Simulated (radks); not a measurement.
Values are calculated unless marked as measured or tabulated.
These are the eigenvalues of the occupied orbitals of an atom or ion with whole-number occupations (hartree). Level of theory: scalar-relativistic Kohn-Sham, r2SCAN, spin-polarised, spherical densities, finite nucleus; meta-GGA in the generalised Kohn-Sham scheme; Fermi nuclear charge, rms radius of each element as measured or else 0.836 A^(1/3) + 0.57 fm (a radial shooting solver on a logarithmic mesh with Libxc functionals).

| orbital | eigenvalue |
|---|---|
| 1s down | -237.0957 |
| 1s up | -237.0946 |
| 2s up | -27.65993 |
| 2s down | -27.56126 |
| 2p up | -23.36640 |
| 2p down | -23.29118 |
| 3s up | -3.34424 |
| 3s down | -3.09932 |
| 3p up | -2.14780 |
| 3p down | -1.90384 |
| 3d up | -0.31998 |
| 4s up | -0.21163 |
| 4s down | -0.16745 |

Which element is it, and in what charge state? The configuration may be excited. Open shells, if any, are filled with parallel spins first.

Answer. Z = 25, manganese, charge 0: Mn in [Ar] 3d5 4s2. The list shows which subshells hold electrons but not how many an open one holds; the 1s level, -237.1 hartree, gives Z - s = 21.8 by -(Z - s)^2/2, which with screening and relativity narrows Z to a few neighbours, and the depths of the outer levels then fix element, charge and occupations together.
